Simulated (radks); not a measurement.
The table gives one normalised radial function P(r) = r R(r) of Ne in [Ne] (r in bohr). All-electron calculation, non-relativistic Kohn-Sham, exchange-only B88, spin-polarised, spherical densities, point nucleus. Program: a radial shooting solver on a logarithmic mesh with Libxc functionals.

r            P
0.01049  0.0030
0.01302  0.0046
0.01604  0.0068
0.01974  0.0102
0.0245   0.0153
0.03017  0.0226
0.03744  0.0335
0.0461   0.0488
0.05676  0.0703
0.07044  0.1015
0.08673  0.1426
0.1076   0.1997
0.1325   0.2709
0.1632   0.3593
0.2025   0.4685
0.2493   0.5862
0.307    0.7078
0.381    0.8249
0.4691   0.9120
0.5822   0.9574
0.7168   0.9461
0.8825   0.8796
1.095    0.7625
1.349    0.6211
1.66     0.4713
2.061    0.3254
2.537    0.2075
3.149    0.1159
3.877    0.0578

Which n and l does it have? It may be an empty orbital.

Answer. n = 2, l = 1: the number of nodes gives n - l - 1 = 0, the rise at small r (about r^(l+1)) gives l, and the extent must fit the shell. The curve is that of 2p. 2p: eigenvalue -12.371 eV, 0 radial nodes, <r> = 0.986 bohr, 90 % of the charge inside 1.75 bohr.
